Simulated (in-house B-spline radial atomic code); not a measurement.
Values are calculated unless marked as measured or tabulated.
**Se in an electron gas of r_s = 2: phase shifts, screening, friction and resistivity**

A nucleus sits in a uniform electron gas with a rigid positive background. The Kohn-Sham equations are solved self-consistently in the spin-unpolarised LDA (PW92), non-relativistic, on B-splines with outgoing waves at the boundary and partial waves to l = 8. The model has no lattice, no bands and no magnetic solution. Atomic units; δ_l are the phase shifts at the Fermi level, counted so that each bound state adds π, and good to about 0.0005.

The density parameter is r_s = 2 bohr, near that of the valence electrons of Si (4 per atom, density 2.33 g/cm³, mass 28.09 u, which gives r_s = 2.01).

```json
{"l": "0", "δ_l (rad)": "10.5518"}
{"l": "1", "δ_l (rad)": "7.9539"}
{"l": "2", "δ_l (rad)": "3.6518"}
{"l": "3", "δ_l (rad)": "0.0819"}
{"l": "4", "δ_l (rad)": "0.0140"}
{"l": "5", "δ_l (rad)": "0.0029"}
{"l": "6", "δ_l (rad)": "0.0007"}
{"l": "7", "δ_l (rad)": "0.0003"}
{"l": "8", "δ_l (rad)": "0.0002"}
```

Bound levels below the band bottom (hartree): p -51.03, s -7.101, p -5.107, d -1.567, s -0.2735 and deeper ones.

Task: Check the Friedel sum rule, and say where the screening charge sits.

Result: k_F = (9π/4)^(1/3)/r_s = 0.95958. The rule is Z = (2/π) Σ (2l + 1) δ_l. The terms are s 6.717, p 15.191, d 11.624, f 0.365 and 0.111 beyond, in all 34.009 against Z = 34. Bound states hold 8 s, 12 p, 10 d electrons, so the scattering states carry 4.01 in all; where a term is smaller than its bound count, the bound level has drawn weight out of the band.

Task: Find the transport cross section and the electronic stopping of a 2 keV Se ion (mass 78.97 u).

Result: σ_tr = (4π/k_F²) Σ (l + 1) sin²(δ_l − δ_(l+1)). The terms for l = 0 to 3 are 0.2676, 1.6818, 0.5175, 0.0184, all together 2.4860, so σ_tr = 13.647 × 2.4860 = 33.927 bohr². With n = 3/(4π r_s³) = 0.02984, the friction coefficient is Q = n k_F σ_tr = 0.9715. For v well below v_F = 0.960, dE/dx = Q v; with 24801 eV per u at v = 1, v = √(2000/(24801 × 78.97)) = 0.0320, so dE/dx = 0.03105 hartree/bohr = 16 eV/nm. The largest term couples the p and d waves.

Task: What residual resistivity would 1 atomic per cent of such centres give in a metal of this density?

Result: Δρ = k_F n_i σ_tr/n in atomic units of 21.74 μΩ·cm. With one host atom per 4 electrons, n_i/n = 0.01/4, so Δρ = 0.9596 × 0.00250 × 33.927 × 21.74 = 1.77 μΩ·cm. This is an atom added to the gas, as on an interstitial site.

Task: On a substitutional site the background of one host ion, a sphere holding 4 charges, is taken out. The phase shifts for l = 0 to 4 become 10.1908, 7.3951, 3.0605, -0.0520, -0.0153. What follows?

Result: The Friedel sum is now 30.00, for Z − 4 = 30. The sum in σ_tr is 1.8515, so σ_tr = 25.27 bohr² and Δρ = 1.32 μΩ·cm per atomic per cent, 0.74 times the value above. A real host ion scatters too, so this model doesn't give zero even for the host's own atom.
